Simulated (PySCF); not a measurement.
Species: C5H2BrNO.
Numbering: `[CH:1]#[C:2][c:3]1[cH:4][c:5]([Br:6])[o:7][n:8]1` (hydrogens: H9 on C1; H10 on C4)

A GFN2-xTB structure was refined with PySCF 2.14.0, BHandHLYP/def2-SVP geometry optimisation, gas phase. Its GFN2-xTB values:

```tsv
coordinate	GFN2-xTB
C1≡C2	1.200 Å
C1–H9	1.049 Å
C2–C3	1.408 Å
C3–C4	1.425 Å
C3–N8	1.314 Å
C4–C5	1.363 Å
C4–H10	1.069 Å
C5–Br6	1.860 Å
C5–O7	1.337 Å
O7–N8	1.348 Å
C1–C2–C3	178.2°
C2–C3–C4	126.7°
C2–C3–N8	122.7°
C3–C4–C5	102.5°
C3–N8–O7	107.6°
C4–C3–N8	110.5°
C4–C5–O7	110.7°
C5–O7–N8	108.7°
```

**Question.** How do these coordinates change at the BHandHLYP/def2-SVP level?

**Answer.** 
```tsv
coordinate	BHandHLYP/def2-SVP (Å or °)	change
C2–C3	1.427	+0.019
C1–H9	1.067	+0.018
C5–O7	1.323	-0.014
C5–Br6	1.847	-0.013
C4–C5	1.350	-0.013
C3–N8	1.304	-0.010
C4–H10	1.077	+0.008
O7–N8	1.354	+0.006
C3–C4	1.426	+0.001
C1≡C2	1.199	-0.001
C3–N8–O7	106.1	-1.5
C2–C3–N8	121.5	-1.2
C5–O7–N8	109.8	+1.1
C4–C3–N8	111.3	+0.8
C2–C3–C4	127.2	+0.5
C1–C2–C3	178.5	+0.3
C3–C4–C5	102.3	-0.2
C4–C5–O7	110.6	-0.1
```

The energy falls by 0.93 kcal/mol over 7 energy and gradient evaluations, the largest force component goes from 0.0260 to 2.7e-04 Eh/bohr, and the atoms move by 0.017 Å rms after alignment. Among the bonds, C2–C3 and C1–H9 change most and about equally (+0.018 to +0.019 Å). Bonds longer at the end by more than 0.005 Å: 4 of 10; shorter: 4. Rotational constants go from 6744, 612.8, 561.7 to 6891, 613.9, 563.6 MHz.

The run used 140 basis functions and 54 SCF cycles in all. The run took 73 s wall on an Arm Neoverse N1 with one thread (shared host), and the process peaked at 0.62 GiB of memory.

Not checked by BHandHLYP/def2-SVP frequencies.
